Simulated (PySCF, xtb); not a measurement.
W(O)(NH)(OMe)(SH) (CH5NO2SW), SMILES C[O][W](=[NH])(=[O])[SH], multiplicity 1.

GFN2-xTB (xtb 6.7.1) at its own geometry gives an orbital gap of 2.78 eV and a dipole moment of 5.29 D.

The structure is a stationary point at B3LYP-D3(BJ)/def2-SVP. The multiplicity is an assumed one; other spin states were not compared. The def2 effective core potentials stand for the cores of W; spin–orbit coupling is left out. The values are those of a single conformer.

**Question.** What does PBE/def2-TZVP in PySCF give? (Estimate from the structure and the level; the computed values follow.)

**Answer.** gap 4.13 eV (levels -6.52 and -2.39 eV), dipole 2.70 D.
